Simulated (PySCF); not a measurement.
**A single-point calculation**

[TaF4]+ (singlet). PySCF 2.14.0, RKS B3LYP, Ta def2-SVP with ECP60, F def2-SVP; non-relativistic Hamiltonian with scalar-relativistic core potentials where named; density fitting; no spin-orbit coupling. Purpose: singlet excitations, Tamm-Dancoff B3LYP.

```python
mol = gto.M(atom='''
Ta     0.00000    -0.00000    -0.00000
F      1.05544     1.05544     1.05544
F     -1.05544    -1.05544     1.05544
F      1.05544    -1.05544    -1.05544
F     -1.05544     1.05544    -1.05544''',
    basis={'Ta': 'def2-SVP', 'F': 'def2-SVP'},
    ecp={'Ta': 'def2-SVP'},
    charge=1, spin=0)
mf = dft.RKS(mol, xc='B3LYP')
mf.grids.atom_grid = (50, 194)
mf = mf.density_fit()  # fitting sets: Ta def2-universal-JKFIT, F def2-universal-JKFIT
mf.conv_tol = 1e-08; mf.max_cycle = 55
mf.kernel(dm0)  # dm0: converged density of the relaxed state
td = mf.TDA(); td.nstates = 8; td.kernel()
```

Run from Python with OMP_NUM_THREADS=2; the lines above give its settings. Where DIIS fails, smearing, a level shift and second-order steps follow.
It took 12 s on 2 threads of Arm Neoverse V1 (shared host), from an already converged density.

Question: Where do the frontier levels lie, over both spins?

Answer: HOMO -19.25 eV, LUMO -9.86 eV. 

Question: What are the Mulliken charges and spins?

Answer: 
```tsv
atom	charge (e)	spin (e)
Ta1	1.735	0.000
F2	-0.184	0.000
F3	-0.184	0.000
F4	-0.184	0.000
F5	-0.184	0.000
```

Question: Which singlet excitations follow (Tamm-Dancoff, 8 states)?

Answer: 
| state | eV | oscillator strength |
| --- | --- | --- |
| 1 | 7.80 | 0.0000 |
| 2 | 7.80 | 0.0000 |
| 3 | 7.80 | 0.0000 |
| 4 | 7.92 | 0.0019 |
| 5 | 7.92 | 0.0019 |
| 6 | 7.92 | 0.0019 |
| 7 | 7.92 | 0.0000 |
| 8 | 7.92 | 0.0000 |
Functionals without range separation put charge-transfer states too low; the basis has no diffuse functions.

The geometry was relaxed with BP86 (Ta def2-SVP with ECP60, F def2-SVP).
